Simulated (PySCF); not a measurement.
**Correlation energy of Ne⁺ (neon, charge +1)**

[He] 2s1 2p5 3s1, high-spin 4P determinant (an excited configuration). Calculation: PySCF 2.14, in aug-cc-pV5Z (7s6p5d4f3g2h, 127 functions); the non-relativistic Hamiltonian (point nucleus). Frozen: 1s2; 7 electrons correlated.

MP2 pair energies summed by pair of shells (mhartree):

| pair | energy | share (%) |
| --- | --- | --- |
| 2p-2p | -174.91 | 75.7 |
| 2s-2p | -28.39 | 12.3 |
| 2p-3s | -27.29 | 11.8 |
| 2s-3s | -0.39 | 0.2 |

Total MP2 correlation energy: -230.97 mhartree.

Same-spin part -48.33 and opposite-spin part -182.65 mhartree; SCS-MP2 scales them by 1/3 and 6/5 to -235.28 mhartree.
